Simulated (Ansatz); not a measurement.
Cost and result for the atomization energy of C3H4BF (`BC1=CC1F`) (9 atoms, 9 bonds).

Cartesian coordinates in Å:
```
B 0.689 -0.114 -1.509
C 0.157 -0.302 -0.121
C -0.074 -0.769 1.081
C -0.729 0.476 0.832
F -0.231 1.627 1.401
H 0.266 -0.772 -2.412
H 1.490 0.747 -1.715
H 0.219 -1.503 1.813
H -1.787 0.610 0.630
```

Charge 0, multiplicity 1. The geometry is a stationary point of PBE0-D4/def2-TZVP. Program: Ansatz. All runs use 2 threads of an Arm Neoverse V1 on a shared host. Times are those of one run each, without the atoms' runs, and a repeat can differ threefold. Electronic energies, without spin–orbit coupling; frozen cores. CCSD(T)/CBS adds CCSD(T) − MP2 in def2-TZVPP to the MP2 limit, and its time is that of the two runs behind it. T1 = 0.013. HSE06 is the plane-wave form, built on full-range PBE exchange.

CCSD(T)/CBS is a level of theory with its own doubt, some kJ/mol a heavy atom from the limit and from the frozen cores, so smaller differences don't rank the functionals.

```csv
level,functions,atomization (kcal/mol),difference from CCSD(T)/CBS,per bond
PBE-QIDH/def2-TZVPP,211,879.4,7.2,0.8
HSE06-D4/def2-TZVPP,211,891.9,19.7,2.2
r2SCAN-D4/def2-TZVPP (with forces),211,887.1,14.9,1.7
MP2/def2-QZVPP,405,889.8,17.6,2.0
B2PLYP/def2-TZVPP,211,871.7,-0.5,-0.1
CAM-B3LYP-D4/def2-TZVPP,211,883.5,11.3,1.3
LDA (SPW92)/def2-TZVPP,211,1024.6,152.4,16.9
BLYP-D4/def2-TZVPP,211,882.6,10.4,1.2
CCSD(T)/def2-SVP,90,838.4,-33.8,-3.8
r2SCANh-D4/def2-TZVPP,211,880.0,7.8,0.9
PBE0-D4/def2-TZVPP,211,891.1,18.9,2.1
CCSD(T)/def2-TZVPP,211,850.7,-21.5,-2.4
CCSD(T)/CBS(def2),–,872.2,0.0,0.0
```

Order the runs by time, with rough figures. (Estimate.)

Ansatz gave: LDA (SPW92)/def2-TZVPP 1.4 s; BLYP-D4/def2-TZVPP 2.4 s; PBE0-D4/def2-TZVPP 3 s; HSE06-D4/def2-TZVPP 3.2 s; CAM-B3LYP-D4/def2-TZVPP 3.3 s; CCSD(T)/def2-SVP 4.4 s; r2SCAN-D4/def2-TZVPP (with forces) 5.5 s; r2SCANh-D4/def2-TZVPP 5.5 s; B2PLYP/def2-TZVPP 6 s; PBE-QIDH/def2-TZVPP 6.5 s; MP2/def2-QZVPP 23 s; CCSD(T)/def2-TZVPP 110 s; CCSD(T)/CBS(def2) 2.2 min.

From BLYP to BHLYP (50 % exact exchange), in def2-TZVPP and without D4, the atomization energy moves by −30.3 kcal/mol: exact exchange takes away binding that semilocal exchange gives to molecules. At CCSD(T), def2-SVP lies −33.9 kcal/mol from the extrapolated value and def2-TZVPP −21.5 kcal/mol: correlation converges slowly with the basis, and small sets miss more of it in the bonded molecule than in its fragments. In def2-TZVPP, CCSD(T) changes the Hartree–Fock value by +209.2 kcal/mol (the triples alone add +15.7 kcal/mol) and MP2 by +235.7 kcal/mol; breaking electron pairs costs correlation energy, which Hartree–Fock lacks.
